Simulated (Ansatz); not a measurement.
Program: Ansatz. Geometries: PBE0-D4/def2-TZVP. ΔE: electronic, gas phase. CCSD(T)/CBS adds triple-zeta CCSD(T) − MP2 to the extrapolated MP2 energy (def2 sets, frozen cores). Functionals use def2-TZVPP. HSE06 is defined as in plane-wave codes. For Ge outer-core shells are correlated without core-valence functions, which leaves a few kJ/mol of doubt a bond. Scalar relativity is left out up to krypton. Each species was taken in one conformer, which may not be the lowest.

`[Cl][GeH2][GeH3]` + `C[NH][GeH2][F]` → `[F][GeH2][NH][GeH3]` + `[CH3][GeH2][Cl]`  (redistribution)

CCSD(T)/CBS gives -13.8 kcal/mol.

**Question.** Another level gave -12.1 kcal/mol. Which?
A. HSE06/def2-TZVPP
B. SCS-MP2/def2-TZVPP
C. r2SCANh-D4/def2-TZVPP
D. CCSD/def2-TZVPP

**Answer.** C. r2SCANh-D4 -12.1, SCS-MP2/def2-TZVPP -15.9, CCSD/def2-TZVPP -14.4, HSE06 -10.2 kcal/mol.

Largest T1 diagnostic among the species: 0.012.

From PBE to PBE0 (25 % exact exchange), in def2-TZVPP and without D4, ΔE moves by −1.4 kcal/mol. Leaving LDA and LC-ωPBE aside and taking each functional with its dispersion term where it has one, the values, not all of them listed here, spread over 4.6 kcal/mol, from B97M-V to PBE-D4. At CCSD(T), def2-SVP lies +2.2 kcal/mol from the extrapolated value and def2-TZVPP −0.7 kcal/mol.
